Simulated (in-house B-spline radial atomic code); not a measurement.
Response of neutral beryllium as one setting changes: the radius of a hard wall (bohr). Method: PBE0. A dash marks a strongly mixed or unbound state. A box has no continuum, so excitations may lie above minus the highest level. Computed with a B-spline radial code for spherical atoms: linear response of the closed shell [He] 2s2 with the functional's adiabatic kernel; non-relativistic, point nucleus, no spin-orbit coupling, no double excitations, S, P, D and F terms only.

| radius of a hard wall (bohr) | lowest 1P (eV) | lowest 3P, Tamm-Dancoff (eV) | minus highest occupied level (eV) | α (bohr³) |
| --- | --- | --- | --- | --- |
| 3.5 | 2s → 2p 6.930 | 2s → 2p 2.310 | -1.234 | 10.93 |
| 4 | ? | ? | ? | ? |
| 4.5 | 2s → 2p 6.482 | 2s → 2p 2.561 | 3.671 | 17.98 |
| 5.5 | ? | ? | ? | ? |
| 6.5 | 2s → 2p 5.536 | 2s → 2p 2.384 | 6.078 | 32.29 |
| 8 | 2s → 2p 5.208 | 2s → 2p 2.317 | 6.400 | 38.76 |
| 10 | 2s → 2p 5.018 | 2s → 2p 2.290 | 6.482 | 42.09 |
| 15 | 2s → 2p 4.923 | 2s → 2p 2.284 | 6.492 | 42.96 |

Question: What belongs in the row for 4?

Answer: lowest 1P (eV): 2s → 2p 6.776; lowest 3P, Tamm-Dancoff (eV): 2s → 2p 2.535; minus highest occupied level (eV): 1.875; α (bohr³): 14.26.

Question: What belongs in the row for 5.5?

Answer: lowest 1P (eV): 2s → 2p 5.923; lowest 3P, Tamm-Dancoff (eV): 2s → 2p 2.471; minus highest occupied level (eV): 5.410; α (bohr³): 25.65.
